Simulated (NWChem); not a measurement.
System: SnH$_{2}$OF$_{2}$; SMILES [F][SnH]([F])[OH]

Input file for NWChem:

```
start job
memory heap 200 mb stack 900 mb global 1100 mb
geometry units angstroms noautoz
  Sn    -0.002379     0.000670    -0.225285
  O      1.761104    -0.199210     0.592167
  F     -1.140061    -1.384937     0.478611
  F     -0.807360     1.599997     0.484473
  H      0.042018     0.000654    -1.915778
  H      1.725097    -0.212007     1.557111
end
basis spherical
  Sn library def2-svp
  O library def2-svp
  F library def2-svp
  H library def2-svp
end
ecp
  Sn library def2-ecp
end
dft
  xc b3lyp
  iterations 150
  vectors input atomic output neutral.movecs
end
task dft energy
charge 1
dft
  odft
  mult 2
  vectors input atomic output cation.movecs
end
task dft energy
```

Geometry: optimised at PBE0/def2-SVP. def2 effective core potentials on Sn; no spin-orbit coupling.

Ions are spin-unrestricted doublets at the neutral geometry; other ion states weren't tried.

**Question.** Predict the main results of this run. (B3LYP/def2-SVP with def2 effective core potentials on Sn, vertical spin-unrestricted ions.) Quantities: vertical ionisation energy, ΔSCF (eV); −ε(HOMO) (eV).

**Answer.** 
```
Item                                   Result
-------------------------------------  ------
vertical ionisation energy, ΔSCF (eV)   12.05
−ε(HOMO) (eV)                            9.07
```
